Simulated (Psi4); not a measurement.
Pair of molecules, SMILES F with SMILES FCF (the first has 2 atoms); geometry from B3LYP-D3(BJ)/def2-TZVP, rigid monomers moved along the line of their centres of mass till H2···F3 is 2.10 Å.
(charge 0, multiplicity 1):
```xyz
7

F     -0.12660     0.09559    -0.06366
H      0.19282     0.62387     0.63389
F      0.77749     0.90570     2.63326
C      0.41044    -0.17348     3.41748
F     -0.69214     0.17703     4.11751
H      1.23057    -0.37205     4.10646
H      0.17233    -1.00409     2.75381
```

These are SAPT0/jun-cc-pV(D+d)Z (Psi4) values and carry that method's errors.

Which attractive term is largest, and how does the interaction split up?

electrostatics -192.0, exchange 87.0, induction -37.5, dispersion -27.1, total -169.5 meV; the largest attraction is electrostatics.
